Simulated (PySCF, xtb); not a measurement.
Al(Me)2(F) anion (C₂H₆AlF), SMILES [Al]([CH3])([F])[CH3] (connectivity only; charge and spin as stated), charge -1, multiplicity 2.

Harmonic wavenumbers (cm⁻¹) from xtb with GFN2-xTB at its own minimum, in rising order: 87, 97, 105, 130, 171, 422, 434, 449, 498, 510, 559, 609, 1326, 1334, 1530, 1531, 1532, 1537, 2836, 2845, 2847, 2853, 2870, 2880.

What does PBE-D3(BJ)/def2-SVPD (PySCF 2.14.0) give at its own minimum? (Estimate from the structure and the level; the computed values follow.)

102, 113, 138, 177, 200, 488, 511, 553, 597, 601, 639, 679, 1098, 1098, 1354, 1357, 1360, 1370, 2892, 2896, 2986, 2988, 3018, 3018. Paired by order, the mean absolute difference is 106 cm⁻¹ and the zero-point energies are 42.9 and 43.2 kcal/mol.
